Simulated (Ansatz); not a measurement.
Reaction (homolysis of the B–H bond): `[SiH3]OBCl` → `[SiH3]O[B]Cl`• + H•

Gas-phase electronic energies from Ansatz, PBE0-D4/def2-TZVP geometries. CBS: MP2 limit from def2 TZ/QZ plus the TZ coupled-cluster correction, frozen cores. This one scheme is used for every species, atoms too. DFT in def2-TZVPP. HSE06 is defined as in plane-wave codes. Open shells (•) are unrestricted, without spin–orbit coupling. One conformer a species, not always the lowest.

Problem. What is ΔE at CCSD(T)/CBS? (Best estimate.)

Solution. The calculation gave: +111.1 kcal/mol.

Problem. What do these levels give: r2SCANh, r2SCAN0, HSE06, HF/def2-SVP, SCS-MP2/def2-TZVPP, MP2/CBS(def2)? (An estimate is asked.)

Solution. The calculation gave: r2SCANh 105.1, r2SCAN0 105.5, HSE06 105.4, HF/def2-SVP 89.1, SCS-MP2/def2-TZVPP 110.3, MP2/CBS(def2) 109.2 kcal/mol.

Problem. What do rigid-rotor, harmonic-oscillator terms from PBE0-D4/def2-TZVP frequencies (298.15 K, 1 bar) make of the CCSD(T)/CBS value? (An estimate is asked.)

Solution. The calculation gave: ΔZPE = -6.8 kcal/mol, ΔH = +106.0 kcal/mol, ΔS = 126 J/(mol·K), ΔG = +97.0 kcal/mol. Open shells count their whole term as degenerate.

Largest T1 diagnostic among the species: 0.015.

From BLYP to BHLYP (50 % exact exchange), in def2-TZVPP and without D4, ΔE moves by +3.0 kcal/mol. The D4 term adds +0.9 kcal/mol with B3LYP and +0.5 kcal/mol with PBE0; it sums over pairs of atoms, weighted by their polarisabilities, and B3LYP, whose exchange is more repulsive, gets the larger term.

B3LYP here is the variant with VWN-RPA as its local correlation; programs differ in this.
